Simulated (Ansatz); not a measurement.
Cost against result

Saddle point of GaH5O, singlet (GaH₃ + H₂O → GaH₃O ([OH][GaH2]) + H₂; bonds formed: H2–H5; dative contacts that become bonds: Ga1–O6; bonds broken: Ga1–H2, H5–O6), PBE0-D4/def2-TZVP structure:

Ga1  (-0.556, 0.339, -0.475)
H2  (0.574, -1.060, -0.823)
H3  (0.113, 1.631, -1.035)
H4  (-2.019, -0.174, -0.586)
H5  (0.667, -0.875, 0.150)
O6  (0.272, -0.228, 1.218)
H7  (0.950, 0.367, 1.550)
(Å)

Barriers are electronic and count from the start structure reached by relaxing down the imaginary mode.

Computed with Ansatz 0.2.0 (basis: as named in each row); correlated methods freeze the cores. Filled d shells of the heavier atoms are correlated. The def2 sets are not built for correlating such inner shells, so the correlated values are less sure here. B3LYP uses VWN-RPA correlation. Extrapolation: Hartree–Fock as exp(−7.88 √X), correlation as X^−2.97.

Times are rough, for one single point on 2 threads of a shared host (Arm Neoverse V1).

The estimate by CCSD(T) at an estimated basis limit (MP2 extrapolated from triple and quadruple zeta, plus CCSD(T) − MP2 in triple zeta) is 103.5 kJ/mol.

| method | basis | time (s) | barrier (kJ/mol) | method less estimate |
| --- | --- | --- | --- | --- |
| HF | STO-3G | under 1 | 252.9 | 149.4 |
| SPW92 | def2-SVP | under 1 | 67.5 | -36.1 |
| PBE-D4 | STO-3G | under 1 | 109.7 | 6.2 |
| PBE-D4 | def2-SVP | under 1 | 80.6 | -23.0 |
| SPW92 | def2-TZVPP | under 1 | 66.6 | -36.9 |
| B3LYP-D4 | 6-31G | under 1 | 98.3 | -5.2 |
| PBE0-D4 | def2-SVP | 1 | 98.5 | -5.0 |
| BLYP-D4 | def2-TZVPP | 1 | 86.1 | -17.4 |
| PBE-D4 | def2-TZVPP | 2 | 79.5 | -24.0 |
| CCSD(T) | def2-SVP | 2 | 119.5 | 15.9 |
| PBE0-D4 | def2-TZVPP | 2 | 95.0 | -8.5 |
| B3LYP-D4 | def2-TZVPP | 2 | 97.9 | -5.6 |
| CAM-B3LYP-D4 | def2-TZVPP | 2 | 102.2 | -1.3 |
| BHLYP-D4 | def2-TZVPP | 2 | 115.4 | 11.8 |
| r2SCAN-D4 | def2-TZVPP | 3 | 87.6 | -15.9 |
| RPA on PBE | def2-TZVPP | 3 | 103.5 | 0.0 |
| B2PLYP | def2-TZVPP | 3 | 100.4 | -3.2 |
| r2SCAN0-D4 | def2-TZVPP | 3 | 99.5 | -4.0 |
| PBE-QIDH | def2-TZVPP | 4 | 102.9 | -0.6 |
| wB97M-V | def2-SVP | 4 | 107.5 | 3.9 |
| wB97X-V | def2-TZVPP | 6 | 104.4 | 0.9 |
| B97M-V | def2-TZVPP | 6 | 104.2 | 0.7 |
| wB97M-V | def2-TZVPP | 6 | 105.4 | 1.9 |
| MP2 | def2-QZVPP | 12 | 97.7 | -5.8 |
| CCSD(T) | def2-TZVPP | 24 | 106.2 | 2.6 |

All methods are single points on the PBE0-D4 structures.

The T1 diagnostic stays at or below 0.015.

The step is the kind of ligand exchange by which a precursor binds to a hydroxyl group, or is hydrolysed, in atomic layer deposition of oxides.

Labels in which every atom is bracketed show which atoms are joined, not bond orders.
